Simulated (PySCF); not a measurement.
Compound: C6H6FO (doublet state).
Structure used (GFN2-xTB), in Å, numbered top down from 1:
```
atom  x, y, z in Å
O1     1.3185   -1.0605    2.4602
C2     1.7388   -0.3512    1.5559
C3     0.9480    0.1603    0.5129
C4     0.8992    0.8868   -0.7706
F5     1.5892    0.3893   -1.8469
C6    -0.2611    0.1177   -0.2241
C7    -1.2461   -0.9187   -0.6959
C8    -1.7397    0.3380   -0.0648
H9     2.8005   -0.0474    1.5144
H10    0.8921    1.9712   -0.8212
H11   -1.2899   -1.8366   -0.1295
H12   -1.3366   -1.0406   -1.7656
H13   -2.1275    0.2932    0.9417
H14   -2.1861    1.0980   -0.6888
```

The hyperfine couplings belong to this conformer and change with its torsions.

Identity: `O=C[C]1[C@@H](F)C12CC2` [radical].

Level of theory: UKS B3LYP, pcH-1 on C F H O, non-relativistic, mean-field spin-orbit, GIAO (PySCF 2.14.0). One conformer (not necessarily the lowest) at the GFN2-xTB geometry, without solvent, vibrations or thermal averaging. Couplings are sensitive to structure, and on GFN2-xTB geometries they can be far from those on DFT ones. The frame is twisted about the C2–C3 bond at this geometry (dihedral H9–C2–C3–C4 = 8°); couplings at other torsion angles weren't computed. The SCF solution wasn't tested for stability.

(1) Where do the isotropic ENDOR lines of C3, C2, C8, C6, C7, C4, F5, H10, H12 and H11 fall at 3345.6 mT, to first order?

(2) Which pairs are centred on the nuclear Larmor frequency, and which on half the coupling?

(3) At what field would the lower line of C4 fall to zero frequency?

## Answers

(1) For S = 1/2 in fast tumbling each set of equivalent nuclei gives two lines, ν± = |νn ± a/2| to first order, with νn = g_N μN B/h and μN/h = 7.62259 MHz/T.

```csv
nuclei,isotope,g_N,νn (MHz),a_iso (MHz),lower line (MHz),upper line (MHz)
C3,13C,1.4048,35.83,63.13,4.26,67.39
C2,13C,1.4048,35.83,-34.57,18.54,53.11
C8,13C,1.4048,35.83,31.53,20.06,51.59
C6,13C,1.4048,35.83,-28.71,21.47,50.18
C7,13C,1.4048,35.83,26.18,22.73,48.92
C4,13C,1.4048,35.83,-14.59,28.53,43.12
F5,19F,5.2577,134.08,42.74,112.71,155.45
H10,1H,5.5857,142.45,26.61,129.14,155.75
H12,1H,5.5857,142.45,9.08,137.91,146.99
H11,1H,5.5857,142.45,-4.38,140.26,144.64
```

The rows for 13C, of low natural abundance, apply to labelled samples.

(2) Centred on νn, since |a| < 2νn: C3, C2, C8, C6, C7, C4, F5, H10, H12 and H11. No pair has |a| > 2νn.

(3) Where νn = |a|/2, that is B = 7.29 MHz/(1.4048 × 7.62259 MHz/T) = 681 mT, as far as first order holds there.

Couplings of abundant isotopes left out: H9 (-1.9 MHz) and H13 (1.0 MHz).
